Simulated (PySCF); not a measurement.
Gas-phase reaction: SeO2 + H2 = H2Se + 2 O

Method: PySCF energies plus ideal-gas RRHO corrections (1 bar). † marks an energy on the PBE0/def2-TZVP geometry and frequencies; other levels use their own. 6-31G* has spherical d functions here. Open shells (unrestricted): O (multiplicity 3, electronic degeneracy 9); the rest are closed-shell singlets. Spin-orbit splitting is ignored; it lowers the true energy and changes the entropy of O. B3LYP is the form with VWN-RPA correlation. Se: all electrons, no relativistic terms. The harmonic model lacks anharmonicity and excited electronic states, which grow with temperature; levels with a mode under 35 cm⁻¹ are left out.

| level | ΔE electronic, kJ | ΔH°(298 K), kJ | ΔS°(298 K), J/K | ΔG°(600 K), kJ |
|---|---|---|---|---|
| B3LYP/6-31G* | 573 | 571 | 149 | 481 |
| B3LYP/def2-TZVP† | 613 | 611 | 150 | 520 |
| BLYP/def2-TZVP† | 697 | 694 | 150 | 604 |
| HF/def2-TZVP† | 73 | 71 | 150 | -20 |
| PBE/def2-SVP | 696 | 694 | 149 | 605 |
| PBE/def2-TZVP† | 725 | 723 | 150 | 632 |
| PBE0/def2-QZVP† | 604 | 601 | 150 | 511 |
| r2SCAN/def2-TZVP† | 648 | 645 | 150 | 555 |
| ωB97M-V/def2-TZVP† | 607 | 605 | 150 | 514 |
| ωB97X-V/def2-TZVP† | 606 | 604 | 150 | 513 |
ΔH° is lowest at HF/def2-TZVP† and highest at PBE/def2-TZVP†. No reference value is set beside these.
